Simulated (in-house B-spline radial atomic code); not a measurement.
Radial electron density of Sn³⁴⁺, [Ne] 3s2 3p4. Method: non-relativistic Hartree-Fock, average of configuration, point nucleus. Calculated with a B-spline radial code for spherical atoms.

Columns: r (bohr), 4πr²n(r) (electrons per bohr), bar.

```
  0.0013    1.647 #
 0.00154    2.256 #
 0.00182    3.064 ##
 0.00216    4.172 ##
 0.00256     5.63 ###
 0.00302    7.483 ####
 0.00358    9.944 ######
 0.00424    13.06 ########
 0.00502    16.94 ##########
 0.00594    21.63 #############
 0.00703    27.19 ################
 0.00832     33.5 ####################
 0.00985    40.35 ########################
  0.0117    47.44 ############################
  0.0138    53.73 ###############################
  0.0163    58.84 ##################################
  0.0193    62.02 ####################################
  0.0229    62.68 #####################################
  0.0271     60.9 ###################################
   0.032    57.68 ##################################
  0.0379    54.66 ################################
  0.0449    54.03 ###############################
  0.0531     57.3 #################################
  0.0629    64.19 #####################################
  0.0745    71.84 ##########################################
  0.0881    75.54 ############################################
   0.104    71.47 ##########################################
   0.123    59.04 ##################################
   0.146    42.35 #########################
   0.173    29.32 #################
   0.205     24.5 ##############
   0.242    25.75 ###############
   0.287    26.42 ###############
    0.34    21.79 #############
   0.402    13.46 ########
   0.476    5.908 ###
   0.563    1.782 #
   0.667   0.3417 
   0.789  0.04007 
   0.934 0.002575 
    1.11 7.544e-05
```

On this grid the curve has 3 maxima, near 0.0229, 0.0881, 0.287 bohr.

The 3s radial function P(r) = rR(r), positive near the nucleus:

| r (bohr) | P |
| --- | --- |
| 0.0004 | 0.04404 |
| 0.00056 | 0.06116 |
| 0.000785 | 0.08477 |
| 0.0011 | 0.1169 |
| 0.00154 | 0.16 |
| 0.00216 | 0.2175 |
| 0.00302 | 0.2908 |
| 0.00424 | 0.3829 |
| 0.00594 | 0.4894 |
| 0.00832 | 0.6004 |
| 0.0117 | 0.692 |
| 0.0163 | 0.7168 |
| 0.0229 | 0.6091 |
| 0.032 | 0.3002 |
| 0.0449 | -0.2379 |
| 0.0629 | -0.8651 |
| 0.0881 | -1.213 |
| 0.123 | -0.8062 |
| 0.173 | 0.477 |
| 0.242 | 1.783 |
| 0.34 | 1.957 |
| 0.476 | 1.043 |
| 0.667 | 0.2478 |
| 0.934 | 0.0207 |
